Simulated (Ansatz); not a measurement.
`SB(Cl)Br` + `CCBS` → `ClBBr` + `CCB(S)S`  (redistribution)

Program: Ansatz. Geometries: PBE0-D4/def2-TZVP. ΔE: electronic, gas phase. CBS: MP2 limit from def2 TZ/QZ plus the TZ coupled-cluster correction, frozen cores. This one scheme is used for every species. Functionals use def2-TZVPP. For Br outer-core shells are correlated without core-valence functions, which leaves a few kJ/mol of doubt a bond. Scalar relativity is left out up to krypton. Each species was taken in one conformer, which may not be the lowest.

```tsv
level	ΔE (kcal/mol)
B97M-V	0.2
PBE0-D4	-0.1
r2SCAN0-D4	-0.3
B2PLYP	0.1
revPBE	1.0
r2SCAN	0.1
CAM-B3LYP	0.2
SCS-MP2/def2-QZVPP	-0.4
```

Q: What does CCSD(T)/CBS give? (Estimate.)

A: The calculation gave: -0.6 kcal/mol. The listed levels differ from it by 0.8, 0.5, 0.3, 0.7, 1.6, 0.7, 0.8, 0.2 kcal/mol.

Largest T1 diagnostic among the species: 0.012.

Leaving LDA and LC-ωPBE aside and taking each functional with its dispersion term where it has one, the values, not all of them listed here, spread over 0.6 kcal/mol, from BHLYP-D4 to B97M-V. From BLYP to BHLYP (50 % exact exchange), in def2-TZVPP and without D4, ΔE moves by −0.9 kcal/mol.
